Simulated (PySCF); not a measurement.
C₄H₈O₂Si.
Cartesian coordinates in Å at the GFN2-xTB level; atoms count from 1:
```xyz
15
C4H8O2Si angstrom
C      2.0584   -0.5137   -0.0397
C      0.5598   -0.4936    0.2112
O     -0.1004   -0.6014   -1.0583
C     -1.4827   -0.4261   -0.9414
C     -1.7975    0.7655   -0.0495
O     -2.8756    1.2983    0.0090
Si    -0.1831    1.1189    0.9437
H      2.3441   -1.4328   -0.5464
H      2.3435    0.3244   -0.6692
H      2.5914   -0.4458    0.9046
H      0.2883   -1.3756    0.8172
H     -1.9604   -1.3078   -0.4777
H     -1.8884   -0.3004   -1.9472
H     -0.3917    1.0896    2.3866
H      0.4901    2.3085    0.4352
```

Probes without a nucleus sit at each ring's centroid and 1 Å off its mean plane on both sides; NICS is minus the shielding there, NICSzz its component along the normal. Level: GIAO PBE0/pcSseg-1 (PySCF, non-relativistic, gas phase) on the GFN2-xTB geometry, one conformer.

Ring bond lengths (Å), with Mayer bond orders in brackets: C2–O3 1.435 (0.85), O3–C4 1.398 (0.94), C4–C5 1.521 (0.92), C5–Si7 1.928 (0.82), Si7–C2 1.921 (0.87).

Problem. What do the NICS probes read (ppm)?

Solution. 
| ring | type | NICS(0) | NICS(1), two faces | NICS(1)zz, two faces | rms pucker (Å) | centre to ring atoms, mean (Å) |
| --- | --- | --- | --- | --- | --- | --- |
| C2–O3–C4–C5–Si7 | 5-membered ring with O and Si; formal bonds all single | 1.4 | -1.7 / -1.7 | -2.7 / -2.3 | 0.19 | 1.36 |

Problem. What do they say, and how far can they be read as aromaticity?

Solution. 
- C2–O3–C4–C5–Si7: mean NICS(1)zz -2.5 ppm, near zero. C2, C4, Si7 have four or more neighbours; no verdict on aromaticity is drawn.

Problem. How shielded are the nuclei of the rings and their hydrogens (means over atoms taken as equivalent)?

Solution. 
| atoms | environment | σ isotropic (ppm) | principal values of the symmetric part, first atom (ppm) |
| --- | --- | --- | --- |
| C2 | sp3 carbon bound to oxygen | 113.2 | 78.3, 94.4, 167.0 |
| O3 | cyclic ether oxygen | 279.3 | 207.3, 310.4, 320.1 |
| C4 | sp3 carbon bound to oxygen | 101.3 | 84.7, 97.2, 122.0 |
| C5 | carbonyl carbon | -70.2 | -163.1, -103.0, 55.6 |
| Si7 | SiH2 silicon | 423.8 | 363.9, 423.0, 484.6 |
| H11 | methine hydrogen | 27.64 | 24.9, 26.2, 31.9 |
| H12 | methylene hydrogen | 28.00 | 24.0, 26.5, 33.5 |
| H13 | methylene hydrogen | 27.51 | 23.6, 26.4, 32.6 |
| H14 | Si–H hydrogen | 27.91 | 24.7, 25.5, 33.5 |
| H15 | Si–H hydrogen | 27.98 | 24.8, 26.0, 33.1 |

On Arm Neoverse V2, one thread, shared host, this took 21 s and 0.75 GiB of memory at its peak. This is the whole shielding run at PBE0/pcSseg-1, SCF included.
